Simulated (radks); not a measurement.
Species: Os2+. Configuration: [Xe] 4f14 5d6.

Method: non-relativistic Kohn-Sham, PBE, spin-unpolarised, spherical densities, point nucleus; relativity is left out, which matters for an element this heavy; computed with a radial shooting solver on a logarithmic mesh with Libxc functionals.

Energy parts (eV):
| part | energy |
|---|---|
| total | -443366.61 |
| kinetic | 443255.16 |
| electron-nucleus | -1054605.39 |
| Hartree | 176692.82 |
| exchange-correlation | -8709.19 |

Orbitals (lengths in bohr, moments of r in powers of bohr; r(max) is where P^2 peaks):
| orbital | occ. | eigenvalue (eV) | r(max) |
|---|---|---|---|
| 1s | 2 | -67420.01 | 0.01322 |
| 2s | 2 | -11166.07 | 0.07197 |
| 2p | 6 | -10717.04 | 0.05585 |
| 3s | 2 | -2589.064 | 0.1973 |
| 3p | 6 | -2379.507 | 0.1858 |
| 3d | 10 | -1988.758 | 0.1463 |
| 4s | 2 | -544.0697 | 0.4424 |
| 4p | 6 | -455.3448 | 0.4425 |
| 4d | 10 | -293.0764 | 0.4373 |
| 4f | 14 | -78.8859 | 0.3996 |
| 5s | 2 | -90.4224 | 1.002 |
| 5p | 6 | -63.7308 | 1.072 |
| 5d | 6 | -23.6168 | 1.330 |

The highest occupied level is 5d at -23.617 eV. Summed over all electrons, <r^2> = 42.96 bohr^2, which gives a Langevin (diamagnetic) susceptibility term of -34 x 10^-6 cm^3/mol. The density falls to 0.001 e/bohr^3 at r = 3.62 bohr. For comparison, the ionisation energy in NIST's Atomic Spectra Database is 25 eV (theoretical). In exact Kohn-Sham theory the highest level is minus the ionisation energy, but local and semilocal functionals leave it too shallow, through self-interaction and a potential that decays too fast; potentials with the right tail come closer. The electron density at the nucleus is 3.146e+05 e/bohr^3. Virial ratio -V/T = 2.00025.

Beside tabulated values, note that spin-unpolarised runs miss the spin-polarisation part of the exchange energy of open shells.
